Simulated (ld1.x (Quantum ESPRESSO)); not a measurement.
rhodium (Rh): excitation energies, all-electron against PAW

| Item | Value |
| --- | --- |
| Element | Rh (Z = 45) |
| Generator | ld1.x (Quantum ESPRESSO) 7.5 |
| Type | PAW |
| Functional | BP86 |
| Relativity | scalar-relativistic |
| Frozen core | [Kr] |
| Valence charge | 9 |
| Reference configuration | 4d8 5s0 5p1 |
| Partial waves | 5s (bound, empty): rcut 2.15, rcutus 2.55 bohr; 5s channel at -0.05 Ry: rcut 2.15, rcutus 2.55 bohr; 5p (bound): rcut 3.20, rcutus 3.70 bohr; 5p channel at 4 Ry: rcut 3.20, rcutus 3.70 bohr; 4d (bound): rcut 1.65, rcutus 2.10 bohr; 4d channel at 0.7 Ry: rcut 1.65, rcutus 2.10 bohr; 4f channel at 0.3 Ry: rcut 2.60, rcutus 3.30 bohr; 4f channel at 0.8 Ry: rcut 2.60, rcutus 3.30 bohr |
| Local potential | all-electron potential smoothed inside 2.70 bohr (lloc = -2) |
| Core correction | a·sin(br)/r model core, default radius (core density twice the valence density) |
| Augmentation charge | PSQ, inside the norm-conserving radii |

Energies are relative to the spin-unpolarised reference configuration 4d8 5s0 5p1; without spin polarisation the order of configurations can differ from experiment.

Question: Give the all-electron excitation energy and the error of the potential for: 4d8 5s1 5p0; 4d8 5s0 5p0; 4d7 5s0 5p0; 4d7 5s2 5p0; 4d7 5s1 5p0; 4d5 5s0 5p0; 4d6 5s0 5p0.

Answer:

| valence configuration | charge | ΔE all-electron (eV) | error AE − PS (meV) |
| --- | --- | --- | --- |
| 4d8 5s1 5p0 | 0 | -3.667 | 0.0 |
| 4d8 5s0 5p0 | +1 | 3.960 | -1.7 |
| 4d7 5s0 5p0 | +2 | 23.581 | -57 |
| 4d7 5s2 5p0 | 0 | -1.248 | -46 |
| 4d7 5s1 5p0 | +1 | 7.598 | -45 |
| 4d5 5s0 5p0 | +4 | 103.193 | -1204 |
| 4d6 5s0 5p0 | +3 | 56.175 | -376 |
